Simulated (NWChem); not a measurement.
Molecule: CH₂F₄Si; SMILES C([SiH2]F)(F)(F)F

```xyz
8

Si    -0.5973    -1.0923    -0.0040
F      0.6645    -2.0917     0.0071
C      0.0640     0.7109    -0.0002
F      0.8236     0.9932    -1.0837
F      0.8034     0.9960     1.0965
F     -0.9895     1.5707    -0.0110
H     -1.3823    -1.2801    -1.2438
H     -1.4022    -1.2780     1.2233
```
Atoms are numbered in this order, from 1.

Level: B3LYP/6-31G* (spherical d) (NWChem), optimised geometry, unscaled harmonic frequencies. B3LYP is NWChem's, with the RPA form of VWN correlation.

Problem. List the harmonic frequencies with IR intensities, and the thermochemistry.

Solution. 
```csv
frequency (cm⁻¹),IR intensity (km/mol)
63,2.3
130,4.2
206,0.6
280,1.0
418,37.1
489,9.0
517,4.4
647,61.0
732,2.8
748,17.7
881,29.7
931,243.6
987,179.9
1144,216.9
1163,191.4
1252,87.8
2303,73.4
2321,150.0
```

```yaml
zero_point_energy: 21.7 kcal/mol
thermal correction to the enthalpy at 298.15 K (with zero-point energy): 26.5 kcal/mol
heat capacity Cv: 21.8 cal/(mol K)
entropy at 298.15 K and 1 atm (symmetry number 1): 82.1 cal/(mol K)
dipole_moment: 1.73 D
```

Rigid rotor and harmonic oscillator; modes under 100 cm⁻¹ make the entropy uncertain.
